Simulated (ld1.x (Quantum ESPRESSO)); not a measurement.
Which change was made? (Si, TM)

* Element: silicon (Si)
* Generator: ld1.x (Quantum ESPRESSO) 7.5
* Type: norm-conserving Troullier–Martins (Kleinman–Bylander form)
* Functional: PBE
* Relativity: scalar-relativistic
* Frozen core: [Ne]
* Valence charge: 4
* Reference configuration: 3s1 3p3
* Partial waves: 3s (bound): rc 1.45 bohr; 3p (bound): rc 1.65 bohr; 3d channel at 0.2 Ry: rc 1.45 bohr
* Local potential: all-electron potential smoothed inside 1.55 bohr (lloc = -2)
* Core correction: Bessel-smoothed model core inside 0.75 bohr

Cutoffs, loose and tight: the cutoffs (Ry, on a coarse ladder) from which the occupation-weighted sum of valence levels, in a spherical-Bessel basis at the reference potential, stays within 10 and 1 mRy of its value at 400 Ry. They do not see the model core or the augmentation charge, which bear on the density cutoff. Test errors are all-electron minus pseudo excitation energies from the reference, over the configurations 3s2 3p2; 3s2 3p1; 3s2 3p0; 3s2 3p2.3; 3s1 3p2; 3s1 3p0; 3s2 3p1.5; variants that change the core or the reference have their own tests.

The base gives: outcome: generated; cutoff, loose: 15 Ry; cutoff, tight: 40 Ry; bound ghosts: none; largest test error (meV): +53.

**Question.** After one change the result is: outcome: generated; cutoff, loose: 15 Ry; cutoff, tight: 40 Ry; bound ghosts: none; largest test error (meV): +77. Which change was it?
A. wave 3p (bound): rc 1.65 bohr becomes 3p (bound): rc 1.54 bohr
B. all radii but the core radius scaled by about 1.14 (s 1.66, p 1.88, d 1.66 bohr); local potential all-electron potential smoothed inside 1.76 bohr (lloc = -2)
C. core correction Bessel-smoothed model core inside 1.74 bohr

**Answer.** C. The others give: wave 3p (bound): rc 1.65 bohr becomes 3p (bound): rc 1.54 bohr → outcome: generated; cutoff, loose: 35 Ry; cutoff, tight: 60 Ry; bound ghosts: none; largest test error (meV): +50 | all radii but the core radius scaled by about 1.14 (s 1.66, p 1.88, d 1.66 bohr); local potential all-electron potential smoothed inside 1.76 bohr (lloc = -2) → outcome: generated; cutoff, loose: 12 Ry; cutoff, tight: 35 Ry; bound ghosts: none; largest test error (meV): +55.
